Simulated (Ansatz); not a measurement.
Reaction (ligand exchange at the Sn–O bond): `[F][Sn][O][SiH3]` + `CNC` → `C[N](C)[Sn][F]` + `O[SiH3]`

Calculated with Ansatz (gas phase, PBE0-D4/def2-TZVP geometries, no zero-point term in ΔE). CCSD(T)/CBS adds triple-zeta CCSD(T) − MP2 to the extrapolated MP2 energy (def2 sets, frozen cores). Functionals use def2-TZVPP. HSE06 is defined as in plane-wave codes. Elements past krypton have def2 core potentials. For Sn outer-core shells are correlated without core-valence functions, which leaves a few kJ/mol of doubt a bond. Each species was taken in one conformer, which may not be the lowest.

Q: Is it downhill or uphill in electronic energy at CCSD(T)/CBS, and by how much? (An estimate is asked.)

A: Ansatz gave: Uphill: ΔE = +37.2 kJ/mol.

Q: What do these levels give: revPBE-D4, PBE-QIDH, HSE06, MP2/def2-SVP, CCSD/def2-SVP, HF/CBS(def2)? (Best estimate.)

A: Ansatz gave: revPBE-D4 31.3, PBE-QIDH 37.9, HSE06 38.6, MP2/def2-SVP 36.9, CCSD/def2-SVP 42.9, HF/CBS(def2) 65.3 kJ/mol.

Largest T1 diagnostic among the species: 0.017.

In def2-TZVPP, CCSD(T) changes the Hartree–Fock value by −27.7 kJ/mol (the triples alone add −5.1 kJ/mol) and MP2 by −31.2 kJ/mol. From PBE to PBE0 (25 % exact exchange), in def2-TZVPP and without D4, ΔE moves by +4.2 kJ/mol. The D4 term adds −5.0 kJ/mol with B3LYP and −2.6 kJ/mol with PBE0; it sums over pairs of atoms, weighted by their polarisabilities, and B3LYP, whose exchange is more repulsive, gets the larger term.

B3LYP here is the variant with VWN-RPA as its local correlation; programs differ in this.
